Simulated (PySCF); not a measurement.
A structure optimised at B3LYP-D3(BJ)/def2-SVP, used in a PySCF frequency run:

```xyz
8

C     -1.9731     2.0595     0.0000
C     -0.8183     1.6887     0.0000
C      0.5387     1.2652     0.0000
F      1.4440     2.2608     0.0000
C      0.9927     0.0000     0.0000
Br    -0.1286    -1.5031     0.0000
H     -2.9973     2.3832     0.0000
H      2.0640    -0.2039     0.0000
```
Charge 0, spin multiplicity 1.

Problem. Write its SMILES, formula and point group.

Solution. C#C/C(F)=C\Br, C4H2BrF, Cs

Problem. What are its rotational constants (standard atomic weights)?

Solution. 4.0827, 1.3060, 0.98946 GHz
